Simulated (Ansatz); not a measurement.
System: C2H8NSi (charge 0, doublet). It need not be the lowest isomer of its formula. 
Structure (B3LYP-D3(BJ)/def2-TZVP (Ansatz, a quantum-chemistry and plane-wave program) minimum search):
```
Si
N 1 1.7395
H 2 1.0096 1 119.44
H 2 1.0096 3 110.08 1 -143.82
C 1 1.8856 2 106.97 3 169.40
H 5 1.0915 1 110.74 2 179.83
H 5 1.0917 6 107.67 1 122.14
H 5 1.0945 6 108.46 7 116.89
C 1 1.8856 2 106.97 3 50.14
H 9 1.0915 1 110.74 2 -179.83
H 9 1.0917 10 107.67 1 -122.14
H 9 1.0945 10 108.46 11 -116.89
```
Charge 0, spin multiplicity 2.

Basis-set convergence of Hartree-Fock and CCSD(T) correlation energies (hartree) with Ansatz. Correlated levels leave the core frozen unless marked. Open shells are spin-unrestricted. No spin-orbit coupling. Non-relativistic.

```json
[
 {"basis": "cc-pV(D+d)Z", "functions": "105", "E(HF)": "-423.79259", "E(corr, CCSD(T))": "-0.61966"},
 {"basis": "cc-pV(T+d)Z", "functions": "241", "E(HF)": "-423.85495", "E(corr, CCSD(T))": "-0.75291"},
 {"basis": "cc-pV(Q+d)Z", "functions": "469", "E(HF)": "-423.86828", "E(corr, CCSD(T))": "-0.79346"}
]
```

Extrapolating the two largest sets (X = 3 and 4) as X^-3: E(corr) = (64·(-0.79346) - 27·(-0.75291))/37 = -0.8231 Eh, an estimate of the basis-set limit. The largest set recovers 96.4 % of it, the smallest 75.3 %.
